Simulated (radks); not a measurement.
Cs7+, configuration [Kr] 4d10 5s2. Method: scalar-relativistic Kohn-Sham, PBEsol, spin-polarised, spherical densities, finite nucleus; Fermi nuclear charge, rms radius 4.8041 fm; computed with a radial shooting solver on a logarithmic mesh with Libxc functionals.

Radial electron density D(r) = 4 pi r^2 rho(r):

```
   r/bohr * D(r) (the largest magnitude, 93.6, reaches the edge; | marks zero)
 0.003104 |       *
 0.004074 |           *
 0.005348 |                 *
 0.007019 |                       *
 0.009213 |                              *
  0.01209 |                                     *
  0.01587 |                                         *
  0.02083 |                                         *
  0.02735 |                                      *
   0.0359 |                                    *
  0.04712 |                                        *
  0.06185 |                                                 *
  0.08118 |                                                      *
   0.1066 |                                                *
   0.1399 |                                       *
   0.1836 |                                         *
    0.241 |                                             *
   0.3163 |                                 *
   0.4151 |                 *
   0.5449 |                *
   0.7153 |                 *
   0.9388 |          *
    1.232 |   *
    1.617 | *
    2.123 *
    2.787 *
    3.658 *
```

D(r) has 4 maxima, at r = 0.0182, 0.0805, 0.230, 0.655 bohr, and minima at 0.0353, 0.152, 0.479 bohr, inside which lie 1.97, 11.17, 29.01 electrons.
